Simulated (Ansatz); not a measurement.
`C#C[SiH](Cl)OC` + SiH₄ → `CO[SiH]([SiH3])Cl` + `C#C`  (formal exchange of groups at the Si–C bond)

Gas-phase electronic energies from Ansatz, PBE0-D4/def2-TZVP geometries. CCSD(T)/CBS is the MP2 limit (def2-TZVPP, def2-QZVPP) plus CCSD(T) − MP2 in def2-TZVPP, frozen cores. This one scheme is used for every species. Functionals use def2-TZVPP. HSE06 is defined as in plane-wave codes. One conformer a species, not always the lowest.

**Question.** Is it downhill or uphill in electronic energy at CCSD(T)/CBS, and by how much? (Best estimate.)

**Answer.** Computed: Uphill: ΔE = +11.4 kcal/mol.

**Question.** What do these levels give: B97M-V, r2SCAN0-D4, CAM-B3LYP-D4, ωB97X-V, BLYP, PBE0, r2SCANh, HSE06, RPA@PBE/def2-TZVPP, SCS-MP2/def2-QZVPP, HF/CBS(def2), MP2/CBS(def2)? (Best estimate.)

**Answer.** Computed: B97M-V 11.5, r2SCAN0-D4 11.2, CAM-B3LYP-D4 11.6, ωB97X-V 10.7, BLYP 10.8, PBE0 9.3, r2SCANh 11.2, HSE06 9.3, RPA@PBE/def2-TZVPP 12.6, SCS-MP2/def2-QZVPP 13.9, HF/CBS(def2) 14.0, MP2/CBS(def2) 13.4 kcal/mol.

Largest T1 diagnostic among the species: 0.013.

Leaving LDA and LC-ωPBE aside and taking each functional with its dispersion term where it has one, the values, not all of them listed here, spread over 4.0 kcal/mol, from PBE-D4 to B2PLYP. At CCSD(T), def2-SVP lies +1.3 kcal/mol from the extrapolated value and def2-TZVPP +0.7 kcal/mol. From PBE to PBE0 (25 % exact exchange), in def2-TZVPP and without D4, ΔE moves by +0.8 kcal/mol.
